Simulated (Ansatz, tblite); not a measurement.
Isomers of As2Se3⁻ (doublet), found by a short tight-binding search and relaxed with PBE-D4/def2-SVPD in Ansatz.

The xTB rows come from tblite.

Run but left out: MP2/def2-TZVPD (B: ⟨S²⟩ 0.92, where a pure state has 0.75).

A: At MP2/def2-TZVPD the charge -1 doublet is spin-contaminated (final ⟨S²⟩ up to 0.88, 0.75 for a pure state). B: At MP2/def2-TZVPD the charge -1 doublet is spin-contaminated (final ⟨S²⟩ up to 0.92, 0.75 for a pure state).

Other spin states were run for one of them alone.

A:

```tsv
atom	x (Å)	y (Å)	z (Å)
As1	0.9155	-0.5871	0.7798
As2	-1.1430	0.5569	-0.4190
Se3	-2.6150	-1.1289	-0.8815
Se4	1.8449	1.0251	2.1063
Se5	0.9977	0.1340	-1.5857
```

B:

```xyz
5

As   -1.450   -0.586   -0.299
As    0.101    1.588   -0.038
Se   -0.854   -2.409    0.901
Se    0.332   -0.006   -1.923
Se    1.872    1.413    1.359
```

C:

```xyz
5

As   -0.1187    1.7176   -0.5698
As    0.2484   -0.6941   -0.2711
Se   -1.0264    2.4428    1.3557
Se    1.1457   -1.6397   -2.1151
Se   -0.2489   -1.8265    1.6003
```

Problem. Estimate their order by electronic energy at r2SCAN0-D4/def2-TZVPD, counted from the lowest.

Solution. A (0.0) < B (7.9) < C (39.1), in kJ/mol.

Problem. Do the other levels pick the same lowest one?

Solution. All that were run do. Energies above each level's lowest (kJ/mol):

```tsv
level	A	B	C
GFN1-xTB	0.0	3.5	6.5
GFN2-xTB	0.0	17.6	49.2
HF/def2-TZVPD	0.0	12.3	24.7
PBE-D4/def2-TZVPD	0.0	7.0	46.3
r2SCAN-D4/def2-TZVPD	0.0	6.7	37.9
PBE0-D4/def2-TZVPD	0.0	8.3	44.3
r2SCAN0-D4/def2-TZVPD	0.0	7.9	39.1
```
Point groups (tolerance 0.1 Å): A C2, B Cs, C Cs. A and B have the same bonds, so they are conformers or stereoisomers. Lower isomers may exist.
